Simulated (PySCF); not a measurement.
YCl3, SMILES [Cl][Y]([Cl])[Cl].

Geometry optimised at B3LYP-D3(BJ)/def2-SVP. The isomer is the one that the SMILES or the coordinates give; other isomers of the formula were not compared. The def2 effective core potentials stand for the cores of Y; spin–orbit coupling is left out.

All values below come from M06-2X/def2-TZVPD in PySCF.

Problem. Estimate the frontier levels, gap, dipole moment and polarisability. (Estimate from the structure and the level; the computed values follow.)

Solution. 
```yaml
highest_occupied_level: -10.44 eV
lowest_empty_level: -2.47 eV
orbital_gap: 7.97 eV
dipole_moment: 0.00 D
quadrupole, principal values (traceless, Buckingham form, about the centre of nuclear charge): -8.79, -8.79, 17.58 D·Å
mean_static_polarisability: 78.5 bohr³ (11.63 Å³)
polarisability_principal_values: 59.9, 87.8, 87.8 bohr³
```
